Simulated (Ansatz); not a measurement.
Consider the ligand exchange at a K–S bond: `C[S][K]` + CH₃OH → `C[O][K]` + CH₃SH.

Gas-phase electronic energies from Ansatz, PBE0-D4/def2-TZVP geometries. CBS: MP2 limit from def2 TZ/QZ plus the TZ coupled-cluster correction, frozen cores. This one scheme is used for every species. DFT in def2-TZVPP. For K outer-core shells are correlated without core-valence functions, which leaves a few kJ/mol of doubt a bond. Scalar relativity is left out up to krypton.

CCSD(T)/CBS gives +32.6 kJ/mol.

Q: Another level gave +33.6 kJ/mol. Which?
A. r2SCAN-D4/def2-TZVPP
B. MP2/def2-TZVPP
C. HF/def2-TZVPP
D. BLYP-D4/def2-TZVPP

A: B. MP2/def2-TZVPP 33.6, BLYP-D4 22.8, r2SCAN-D4 27.5, HF/def2-TZVPP 49.3 kJ/mol.

Largest T1 diagnostic among the species: 0.012.

At CCSD(T), def2-SVP lies −18.2 kJ/mol from the extrapolated value and def2-TZVPP +2.5 kJ/mol. From r2SCAN to r2SCAN0 (25 % exact exchange), in def2-TZVPP and without D4, ΔE moves by +7.1 kJ/mol. Leaving LDA and LC-ωPBE aside and taking each functional with its dispersion term where it has one, the values, not all of them listed here, spread over 14.5 kJ/mol, from BLYP-D4 to PBE-QIDH. LDA lies −4.8 kJ/mol from PBE without D4.
